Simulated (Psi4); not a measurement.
Conformational energy of SMILES F[Si](F)([SiH2]CC(F)(F)F)F, singlet. Scanned: dihedral C2–C5–Si6–Si7; all other coordinates were relaxed at GFN2-xTB. Points at φ and −φ are mirror images.

Geometry of the scan point at -120° (Å):
```
14

F     -2.2843     1.3341     0.4301
C     -2.0380     0.5245    -0.6159
F     -2.8461    -0.5386    -0.4616
F     -2.4785     1.1744    -1.7047
C     -0.5942     0.1347    -0.6984
Si    -0.0801    -0.7466     0.9340
Si     1.6080     0.4181     1.9385
F      2.2908     1.5871     1.1022
F      1.2754     1.1301     3.3171
F      2.8454    -0.5005     2.3243
H     -0.4847    -0.5177    -1.5636
H     -0.0246     1.0440    -0.8928
H      0.3504    -2.0969     0.5454
H     -1.2402    -0.8612     1.8221
```

Calculation: Psi4 with PBE-D3(BJ)/def2-SVP // GFN2-xTB.

Scanned values (°): -165, -150, -135, -120, -105, -90, -75, -60, -45, -30, -15, 0, 15, 30, 45, 60, 75, 90, 105, 120, 135, 150, 165, 180.

**Question.** At which scan points does the profile have its minima and maxima, and how high do they lie?

**Answer.** Lower than their neighbours: -45° (0.0 kcal/mol), 45° (0.0 kcal/mol), 180° (1.7 kcal/mol). Higher than their neighbours: -135° (2.6 kcal/mol), 0° (1.5 kcal/mol), 135° (2.6 kcal/mol). The whole profile spans 2.6 kcal/mol.
